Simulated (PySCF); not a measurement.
**Multinuclear NMR of C$_{3}$H$_{4}$F$_{5}$NSi**

Mapped SMILES: `[F:1][C:2]([F:3])([F:4])[C:5]([F:6])([F:7])/[CH:8]=[N:9]\[SiH3:10]` (H(Xn): hydrogen on atom n).

Theory: σ from GIAO-PBE0/pcSseg-1, geometry from GFN2-xTB, in PySCF (one averaged value for each set of equivalent atoms, in vacuum, one conformer, non-relativistic Hamiltonian).

Q: What are the 19F shifts?

A: 
| atoms | environment | σ (ppm) | δ (ppm) |
| --- | --- | --- | --- |
| F1/F3/F4 | fluorine of a CF3 group | 267.0 | -80.3 |
| F6/F7 | fluorine of a CF2 group | 312.8 | -121.6 |

Shieldings were converted by a linear fit to measured shifts: 19F: δ = 146.13 − 0.903σ +14.6 on sp3 carbon (rms 6.0 ppm, 223 shifts, 7.0 ppm with the 5 outliers that the fit left out vs CFCl3, solution or neat liquid). Occasional misses reach two or three times the rms, and more in compound classes unlike the fitted ones.

On a 500 MHz spectrometer 19F resonates near 470.5 MHz, so 1 ppm is 470.5 Hz.

Q: Where does 29Si resonate?

A: 
| atoms | environment | σ (ppm) | δ (ppm) |
| --- | --- | --- | --- |
| Si10 | silicon bonded to N, 3 H | 408.3 | -55.7 |

Shieldings were converted by a linear fit to measured shifts: 29Si (scatter 8.9 ppm rms, 25.8 ppm with the 6 outliers that the fit left out vs TMS, solution or neat liquid). A few per cent of atoms miss by over 2 rms, more outside the fitted compound classes.

On a 400 MHz spectrometer 29Si resonates near 79.5 MHz, so 1 ppm is 79.5 Hz.

Q: Predict the 15N NMR data.

A: 
```csv
atoms,environment,σ (ppm),δ (ppm)
N9,imine nitrogen,-149.6,-10.2
```

Shieldings were converted by a linear fit to measured shifts: 15N (scatter 6.3 ppm rms vs CH3NO2, solution or neat liquid). Occasional misses reach two or three times the rms, and more in compound classes unlike the fitted ones.

On a 500 MHz spectrometer 15N resonates near 50.7 MHz, so 1 ppm is 50.7 Hz.
